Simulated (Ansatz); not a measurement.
`CCO[SiH2]C`, charge 0, multiplicity 1.

(1) Give a relaxed structure at PBE0-D4/def2-TZVP (the Gaussian-basis code of Ansatz). (Best estimate.)

## Answers

(1) Computed: 
```xyz
15

C     0.790    0.600   -2.149
C    -0.272   -0.297   -1.554
O     0.017   -0.634   -0.212
Si   -0.477    0.251    1.083
C    -0.040   -0.709    2.610
H     1.770    0.121   -2.091
H     0.569    0.806   -3.200
H     0.844    1.553   -1.619
H    -0.330   -1.235   -2.114
H    -1.258    0.182   -1.625
H     0.182    1.590    1.103
H    -1.948    0.488    0.984
H    -0.539   -1.680    2.614
H     1.038   -0.876    2.665
H    -0.346   -0.161    3.505
```
This is one stationary point; other conformers may exist.
